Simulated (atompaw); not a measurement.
# How hard is this carbon (C) PAW (atompaw) potential?

```
Element                 : C
Generator               : atompaw 4.2.0.5
Type                    : PAW
Functional              : PBEsol
Relativity              : non-relativistic
Frozen core             : none
Valence charge          : 6
Reference configuration : 1s2 2s2 2p2
Partial waves           : 1s (bound): rc 0.40 bohr; 2s (bound): rc 2.85 bohr; 2p (bound): rc 2.85 bohr; 2p channel at 1.95 Ry: rc 2.85 bohr; 3d channel at 0.05 Ry: rc 2.80 bohr; 3d channel at 0.45 Ry: rc 2.80 bohr
Local potential         : troulliermartins scheme with l = 3 at 0 Ry, radius 2.50 bohr
Core correction         : none
Augmentation charge     : sinc compensation charge, radius 2.55 bohr; PAW radius 2.85 bohr; waves and projectors: custom rrkj gramschmidtortho
```

The pseudo-atom Hamiltonian at the reference potential is diagonalised in spherical Bessel functions j_l(qr) that vanish at 20 bohr, with q² up to the cutoff. All-electron valence levels (Ry): 1s -19.9860, 2s -1.0023, 2p -0.3849.

Task: How do the lowest levels (Ry) of each channel move with the cutoff, and are there ghosts?

Result:

```tsv
cutoff (Ry)	s #1	s #2	p #1	d #1	d #2	f #1	f #2	Σ f·Δε (mRy)
8	-3.0259	-1.0022	-0.3834	0.0729	0.1731	0.1169	0.2527	33921.2
25	-7.4361	-1.0023	-0.3849	0.0729	0.1731	0.1169	0.2527	25097.5
50	-13.3526	-1.0023	-0.3849	0.0729	0.1731	0.1169	0.2527	13264.5
100	-17.9392	-1.0023	-0.3849	0.0729	0.1731	0.1169	0.2527	4091.4
180	-19.7124	-1.0023	-0.3849	0.0729	0.1731	0.1169	0.2527	545.0
400	-19.9849	-1.0023	-0.3849	0.0729	0.1731	0.1169	0.2527	0.0
```

Result: no extra level below or beside the all-electron valence levels (s, p, d, f tested); 10 mRy is reached at over 300 Ry and 1 mRy at over 300 Ry.
